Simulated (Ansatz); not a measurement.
A nudged elastic band was laid between two geometries of CH$_{5}$AlSSeSi (10 atoms, charge 0, multiplicity 1).

Method: RKS revPBE/def2-SVP (Ansatz 0.2.0).

```json
{"movable images": "9", "climbing image": "yes", "spring": "5.0 eV/Å²", "optimiser": "quadratic models (default)", "start path": "through a guess of the saddle point", "force threshold": "0.03 eV/Å", "iteration limit": "40", "end points": "relaxed"}
```

First end point:

```xyz
10
Properties=species:S:1:pos:R:3
Se -1.678 -1.329 0.900
C -0.851 -0.534 -0.956
Al 0.770 -1.177 0.017
Si 1.156 1.248 0.202
S -0.767 1.273 -0.951
H -1.762 -0.009 1.578
H -1.539 -0.917 -1.734
H 1.511 -2.594 0.074
H 1.017 2.045 1.479
H 2.227 1.943 -0.606
```

Last end point:

```xyz
10
Properties=species:S:1:pos:R:3
Se -1.747 -0.616 1.129
C -0.908 -0.311 -0.797
Al 0.686 -0.974 0.206
Si 1.322 1.396 0.087
S -0.648 1.488 -0.969
H -1.983 -2.088 0.996
H -1.633 -0.697 -1.538
H 1.232 -2.454 0.474
H 1.345 2.344 1.262
H 2.417 1.861 -0.847
```

**Question.** What changes between the two ends?

**Answer.** No bond is made or broken. The dihedral H6–Se1–C2–S5 goes from -5 to 175°.

**Question.** What energy profile does the band end with?

**Answer.** The run converged. The highest image is number 7 of 0 to 10, 6.0 kcal/mol above the first end and 6.9 kcal/mol above the last; the last end lies 1.0 kcal/mol below the first. The profile has 2 maxima (images 2, 7) with wells between them (image 4): this band takes more than one step, which may be the mechanism or a detour left from its start path. A vibrational analysis at the climbing image gives one clearly imaginary mode, 112i cm⁻¹: a first-order saddle point.

```csv
image,path coordinate (Å),energy (kcal/mol),dihedral H6–Se1–C2–S5 (°)
0,0.00,0.0,-5
1,0.61,2.9,-29
2,1.22,5.6,-60
3,1.83,4.8,-77
4,2.44,4.0,-100
5,3.05,4.7,-127
6,3.66,5.3,-155
7,4.27,6.0,-173
8,4.90,4.1,175
9,5.52,0.2,171
10,6.14,-1.0,175
```

**Question.** What is the geometry of the highest image?

**Answer.** 
```xyz
10
Properties=species:S:1:pos:R:3:forces:R:3
Se -2.084 -0.110 1.090 0.00 0.00 0.00
C -0.963 -0.540 -0.521 0.00 0.00 0.00
Al 0.903 -1.042 -0.064 0.00 0.00 0.00
Si 1.313 1.335 0.148 0.00 0.00 0.00
S -0.367 1.045 -1.319 0.00 0.00 0.00
H -2.209 -1.528 1.541 0.00 0.00 0.00
H -1.587 -1.061 -1.274 0.00 0.00 0.00
H 1.727 -2.396 -0.319 0.00 0.00 0.00
H 0.929 2.208 1.316 0.00 0.00 0.00
H 2.422 2.038 -0.596 0.00 0.00 0.00
```

The band took 33 iterations and roughly 30 core-minutes.

The run took 16 min on 2 threads of Arm Neoverse V1 (shared host), peak memory 0.19 GiB.
